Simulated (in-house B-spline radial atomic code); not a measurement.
Ionising Tl IX (Tl8+) with different functionals

Computed with a B-spline radial code for spherical atoms: scalar-relativistic (spin-free X2C) Hamiltonian, Fermi nucleus of rms radius 5.4759 fm, spin-polarised at highest spin, spherical fractional occupations for the functionals, the average over the highest-spin determinants for Hartree-Fock. The ionisation energy is the difference of two self-consistent energies, [Xe] 4f14 5d5 → [Xe] 4f14 5d4, without Breit or QED terms; ε is the level of the shell that loses the electron (its least bound occupied spin orbital). There is no spin-orbit coupling in this Hamiltonian.

Hybrids are left out here: with spherical fractional occupations of an open shell their exact exchange keeps a self-interaction that integer-occupation calculations don't have.

```
           method          rung  ΔSCF (eV)  -ε(5d) (eV)
     Hartree-Fock  Hartree-Fock          ?            ?
         LDA VWN5           LDA     139.38       130.12
         LDA PW92           LDA     139.37       130.11
LDA exchange-only           LDA     137.83       128.61
              PBE           GGA     139.31       130.07
           PBEsol           GGA     139.30       130.05
             BLYP           GGA          ?            ?
             RPBE           GGA     139.28       130.04
             PW91           GGA     139.38       130.13
             BP86           GGA     139.31       130.06
             AM05           GGA     139.28       130.02
             OLYP           GGA     139.82       130.54
             TPSS      meta-GGA     139.39       130.17
             SCAN      meta-GGA     140.03       130.88
           r2SCAN      meta-GGA     140.02       130.88
          revTPSS      meta-GGA     139.41       130.18
```

(1) What does BLYP give?

(2) What does Hartree-Fock give?

(3) How do they compare with the NIST value?

Answers

(1) ΔSCF 138.92 eV, and -ε(5d) = 129.66 eV.

(2) ΔSCF 139.09 eV, and -ε(5d) = 139.83 eV.

(3) NIST lists 135 eV ± 2.2 (tabulated theory, ground level to ground level). Errors run from +2.83 to +5.03 eV. The correlated functionals all miss on the same side by more than they spread, so the cause is common to them (spin-orbit coupling, Breit-QED terms, multiplet and fine-structure energies, or a listed next ion that isn't the cheapest removal here) and closeness doesn't rank the functionals. Hartree-Fock also lacks correlation.
